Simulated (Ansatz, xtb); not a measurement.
## Two isomers of C2H10AlN

We compare I, `C[CH2][AlH2-][NH3+]`, a singlet, with II, `C[NH2+][AlH2-][CH3]`, a singlet. Both are isolated molecules in the gas phase, relaxed with B3LYP-D3(BJ)/6-311G**; the shapes shown needn't be the lowest conformers.

I (Å):

```
atom    x (Å)    y (Å)    z (Å)
   C   1.8187   1.6266  -1.0264
   C   1.7602   0.0959  -0.8586
  Al  -0.0760  -0.6709  -0.8171
   N  -0.8417   0.0976  -2.6062
   H   1.2414   2.1378  -0.2490
   H   1.4074   1.9501  -1.9923
   H   2.8396   2.0231  -0.9834
   H   2.2688  -0.1778   0.0752
   H   2.3529  -0.3844  -1.6493
   H  -0.2559  -2.2353  -1.1168
   H  -1.1246   0.0108   0.1876
   H  -0.8021   1.1145  -2.6078
   H  -0.3184  -0.2333  -3.4137
   H  -1.8134  -0.1740  -2.7352
```

II (Å):

```json
{"atom": "C", "x (Å)": "1.0749", "y (Å)": "-2.0948", "z (Å)": "0.5132"}
{"atom": "C", "x (Å)": "1.6343", "y (Å)": "2.2780", "z (Å)": "-0.4242"}
{"atom": "Al", "x (Å)": "0.3911", "y (Å)": "0.7455", "z (Å)": "-0.2128"}
{"atom": "N", "x (Å)": "1.7182", "y (Å)": "-0.7757", "z (Å)": "0.2871"}
{"atom": "H", "x (Å)": "0.5450", "y (Å)": "-2.3796", "z (Å)": "-0.3949"}
{"atom": "H", "x (Å)": "0.3465", "y (Å)": "-1.9894", "z (Å)": "1.3162"}
{"atom": "H", "x (Å)": "1.8011", "y (Å)": "-2.8680", "z (Å)": "0.7739"}
{"atom": "H", "x (Å)": "2.2279", "y (Å)": "-0.4888", "z (Å)": "1.1202"}
{"atom": "H", "x (Å)": "2.4105", "y (Å)": "-0.8479", "z (Å)": "-0.4558"}
{"atom": "H", "x (Å)": "-0.2291", "y (Å)": "0.0951", "z (Å)": "-1.5422"}
{"atom": "H", "x (Å)": "-0.5287", "y (Å)": "0.7022", "z (Å)": "1.1014"}
{"atom": "H", "x (Å)": "2.3761", "y (Å)": "2.1184", "z (Å)": "-1.2164"}
{"atom": "H", "x (Å)": "1.0896", "y (Å)": "3.1899", "z (Å)": "-0.6950"}
{"atom": "H", "x (Å)": "2.1826", "y (Å)": "2.5116", "z (Å)": "0.4967"}
```

Quicker runs give these differences E(II) − E(I): GFN2-xTB −0.193 eV; HF/STO-3G −0.018 eV (at GFN2-xTB geometries); r2SCAN-D4/def2-SVP +0.099 eV (at GFN2-xTB geometries).

Problem. Estimate which is lower in electronic energy at CCSD(T)/def2-SVP + ΔMP2/def2-TZVPP, and by roughly how much.

Solution. The CCSD(T)/def2-SVP + ΔMP2/def2-TZVPP calculation puts structure I lower, by 0.124 eV.

Level by level:

| level | geometry | E(II) − E(I) (eV) | departure from the last row (eV) | job, with rough time for the two |
| --- | --- | --- | --- | --- |
| GFN2-xTB | GFN2-xTB | −0.193 | −0.317 | optimisation, 0.46 s |
| HF/STO-3G | GFN2-xTB | −0.018 | −0.142 | single point, 0.86 s |
| r2SCAN-D4/def2-SVP | GFN2-xTB | +0.099 | −0.025 | single point, 6.6 s |
| B3LYP-D3(BJ)/6-311G** | B3LYP-D3(BJ)/6-311G** | +0.109 | −0.015 | optimisation, 97 s |
| HF/def2-SVP | B3LYP-D3(BJ)/6-311G** | +0.063 | −0.061 | part of the CCSD(T) run |
| MP2/def2-SVP | B3LYP-D3(BJ)/6-311G** | +0.154 | +0.030 | part of the CCSD(T) run |
| CCSD(T)/def2-SVP | B3LYP-D3(BJ)/6-311G** | +0.127 | +0.003 | single point |
| CCSD(T)/def2-SVP + ΔMP2/def2-TZVPP | B3LYP-D3(BJ)/6-311G** | +0.124 |  | single point, 52 s |

As drawn, II has 1 C–N, 1 C–H in place of 1 C–C, 1 N–H.

GFN2-xTB puts the two in the other order. HF/STO-3G finds them nearly level. The largest departure from CCSD(T)/def2-SVP + ΔMP2/def2-TZVPP is that of GFN2-xTB, 0.317 eV. The last row adds to CCSD(T) the change of the MP2 difference between the two basis sets, here −0.003 eV.

With harmonic frequencies from B3LYP-D3(BJ)/6-311G** (ideal gas, rigid rotor, one conformer each, 298.15 K, 1 atm): the zero-point term adds −0.001 eV; ΔH is +0.121 and ΔG +0.125 eV.

The correlated steps freeze 8 core orbitals. Mirror images aren't counted in ΔG. Run with Ansatz 0.2.0, xtb 6.7.1; the last row on 2 threads of Intel(R) Xeon(R) Processor @ 2.50GHz (Skylake/Cascade Lake) on a shared host.
